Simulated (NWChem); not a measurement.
Excited singlets of ClFGe by symmetry

```xyz
3

Ge    -0.5848    -0.3018     0.0000
F      0.6007    -1.5890     0.0000
Cl     0.7827     1.4093     0.0000
```
Charge 0, spin multiplicity 1.

Program: NWChem. All single points use one geometry, from PBE0/def2-SVP, a minimum by its harmonic frequencies.

Basis set: def2-SVPD. Symmetry labels belong to the abelian group Cs used in the runs, with the axes of the coordinates shown. Entries are the lowest vertical excitation energy of each symmetry in eV (for CIS and TDDFT among the lowest few roots); a state of one symmetry need not have the same character in every method. Symmetries that some method's roots don't reach, or where a double excitation leads the EOM-CCSD root, are left out.

The Hamiltonian is non-relativistic. The correlated methods keep 15 core orbitals frozen. B3LYP has NWChem's definition, with VWN1-RPA local correlation. The structure started from a generated list of species. No row is a measurement; the coupled-cluster row has its own basis-set and correlation limits.

```
method             a"    a'
---------------  ----  ----
CIS              5.06  7.30
TD-PBE           4.19  5.13
TD-B3LYP            ?     ?
TDA-LDA (SVWN5)  4.19  5.20
EOM-CCSD         4.67  6.15
```

Task: Complete the blanks.

Result: 
- TD-B3LYP, a": 4.42
- TD-B3LYP, a': 5.45
